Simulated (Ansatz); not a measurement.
Consider the formal exchange of groups at a Ge–Sn bond: `[Cl][SnH]([Cl])[GeH3]` + `OCF` → `O[CH](F)[GeH3]` + `[Cl][SnH2][Cl]`.

Gas-phase electronic energies from Ansatz, PBE0-D4/def2-TZVP geometries. CCSD(T)/CBS adds triple-zeta CCSD(T) − MP2 to the extrapolated MP2 energy (def2 sets, frozen cores). Elements past krypton have def2 core potentials. For Ge, Sn outer-core shells are correlated without core-valence functions, which leaves a few kJ/mol of doubt a bond. Scalar relativity is left out up to krypton. Each species was taken in one conformer, which may not be the lowest.

`[Cl][SnH]([Cl])[GeH3]`:

Cartesian coordinates in Å:
```
Cl -1.336 -1.892 1.697
Sn 0.238 -1.158 0.142
Cl -0.384 -2.126 -1.885
Ge -0.018 1.414 -0.099
H 1.708 -1.899 0.582
H 0.311 2.070 1.247
H 0.951 1.902 -1.183
H -1.469 1.689 -0.501
```

`OCF`:

Z-matrix (Å, degrees):
```
C
F 1 1.381
O 1 1.370 2 111.1
H 1 1.091 2 107.8 3 -117.4
H 1 1.096 2 106.3 3 123.2
H 3 0.962 1 109.3 2 70.7
```

`O[CH](F)[GeH3]`:

Z-matrix (Å, degrees):
```
C
F 1 1.393
Ge 1 1.988 2 108.9
O 1 1.375 2 110.0 3 -118.9
H 1 1.098 2 105.2 3 120.3
H 3 1.532 1 108.5 2 -64.4
H 3 1.536 1 108.7 2 175.1
H 3 1.535 1 108.3 2 55.7
H 4 0.964 1 109.5 2 -69.6
```

`[Cl][SnH2][Cl]`:

Z-matrix (Å, degrees):
```
Sn
Cl 1 2.316
Cl 1 2.316 2 106.5
H 1 1.695 2 107.8 3 -115.4
H 1 1.695 2 107.8 3 115.4
```

| level | ΔE (kcal/mol) |
| --- | --- |
| MP2/def2-SVP | 21.7 |
| SCS-MP2/def2-QZVPP | 22.8 |
| MP2/CBS(def2) | 24.4 |
| CCSD/CBS(def2) | 23.1 |

Question: What does CCSD(T)/CBS give? (Estimate.)

Answer: Ansatz gave: +22.9 kcal/mol. The listed levels differ from it by -1.2, -0.1, 1.5, 0.2 kcal/mol.

Largest T1 diagnostic among the species: 0.012.

From r2SCAN to r2SCAN0 (25 % exact exchange), in def2-TZVPP and without D4, ΔE moves by +0.8 kcal/mol. Leaving LDA and LC-ωPBE aside and taking each functional with its dispersion term where it has one, the values, not all of them listed here, spread over 4.2 kcal/mol, from B97M-V to BHLYP-D4. LDA lies −1.3 kcal/mol from PBE without D4.

CCSD(T)/CBS has its own doubt, a few kJ/mol and more with outer-core shells, so smaller differences from it don't rank the levels.
